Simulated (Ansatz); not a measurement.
A nudged elastic band was laid between two geometries of Cl3HOSi + H2 (8 atoms, charge 0, multiplicity 1).

All numbers below come from Ansatz 0.2.0, RKS B3LYP-D4/def2-SVP.

```
movable images  : 7
climbing image  : yes
spring          : 20.0 eV/Å²
optimiser       : quadratic models (default)
start path      : through a guess of the saddle point
force threshold : 0.03 eV/Å
iteration limit : 60
end points      : relaxed
```

First end point:

```xyz
8
Properties=species:S:1:pos:R:3
Si -0.300 0.426 -0.262
O 0.030 -0.023 1.283
H -0.713 -0.208 1.873
Cl 1.498 0.725 -1.177
Cl -1.409 2.157 -0.304
Cl -1.358 -1.034 -1.247
H 1.631 -2.739 2.188
H 1.353 -2.073 1.944
```

Last end point:

```xyz
8
Properties=species:S:1:pos:R:3
Si 0.625 0.021 -0.347
O -0.253 -1.079 2.280
H -0.841 -0.334 2.468
Cl 1.463 0.736 -2.093
Cl -0.497 1.564 0.452
Cl -0.636 -1.530 -0.882
H 1.708 -0.412 0.542
H -0.839 -1.737 1.880
```

(1) What changes between the two ends?

(2) Give the energies along the band, and the barrier.

(3) What is the geometry of the highest image?

Answers

(1) Bonds broken: Si1–O2, H7–H8. Bonds formed: Si1–H7, O2–H8. Cl3HOSi + H2 becomes Cl3HSi + H2O.

(2) The forces met the threshold. The highest image is number 4 of 0 to 8, 2.30 eV above the first end and 1.66 eV above the last; the last end lies 0.64 eV above the first. Neighbouring images differ by up to 1.7 eV, so the band resolves the path poorly. Another band between the same ends (7 images) ends at a top of the same energy, where a vibrational analysis finds 1 clearly imaginary mode. The orbitals stay closed-shell, which can raise the energy where a bond breaks towards radicals; this wasn't checked here.

```json
{"image": "0", "path coordinate (Å)": "0.00", "energy (eV)": "0.00", "Si1–O2 (Å)": "1.64", "H7–H8 (Å)": "0.76", "Si1–H7 (Å)": "4.44"}
{"image": "1", "path coordinate (Å)": "0.91", "energy (eV)": "0.00", "Si1–O2 (Å)": "1.64", "H7–H8 (Å)": "0.76", "Si1–H7 (Å)": "4.00"}
{"image": "2", "path coordinate (Å)": "1.83", "energy (eV)": "0.04", "Si1–O2 (Å)": "1.64", "H7–H8 (Å)": "0.76", "Si1–H7 (Å)": "3.27"}
{"image": "3", "path coordinate (Å)": "2.74", "energy (eV)": "0.56", "Si1–O2 (Å)": "1.66", "H7–H8 (Å)": "0.76", "Si1–H7 (Å)": "2.41"}
{"image": "4", "path coordinate (Å)": "3.66", "energy (eV)": "2.30", "Si1–O2 (Å)": "1.82", "H7–H8 (Å)": "1.11", "Si1–H7 (Å)": "1.69"}
{"image": "5", "path coordinate (Å)": "4.81", "energy (eV)": "1.28", "Si1–O2 (Å)": "2.64", "H7–H8 (Å)": "1.82", "Si1–H7 (Å)": "1.48"}
{"image": "6", "path coordinate (Å)": "5.97", "energy (eV)": "0.82", "Si1–O2 (Å)": "3.36", "H7–H8 (Å)": "2.50", "Si1–H7 (Å)": "1.47"}
{"image": "7", "path coordinate (Å)": "7.12", "energy (eV)": "0.73", "Si1–O2 (Å)": "3.22", "H7–H8 (Å)": "3.11", "Si1–H7 (Å)": "1.46"}
{"image": "8", "path coordinate (Å)": "8.28", "energy (eV)": "0.64", "Si1–O2 (Å)": "2.98", "H7–H8 (Å)": "3.17", "Si1–H7 (Å)": "1.47"}
```

(3) 
```xyz
8
Properties=species:S:1:pos:R:3:forces:R:3
Si 0.131 -0.229 0.001 0.00 0.00 0.00
O 0.040 -0.247 1.823 0.00 0.00 0.00
H -0.693 0.057 2.389 0.00 0.00 0.00
Cl 1.852 0.469 -0.915 0.00 0.00 0.00
Cl -1.070 1.510 -0.086 0.00 0.00 0.00
Cl -1.076 -1.524 -1.085 0.00 0.00 0.00
H 0.982 -1.568 0.596 0.00 0.00 0.00
H 0.566 -1.237 1.576 0.00 0.00 0.00
```

Time of the run: 9.2 min on 2 threads of Arm Neoverse V2 (shared host), peak memory 0.24 GiB.
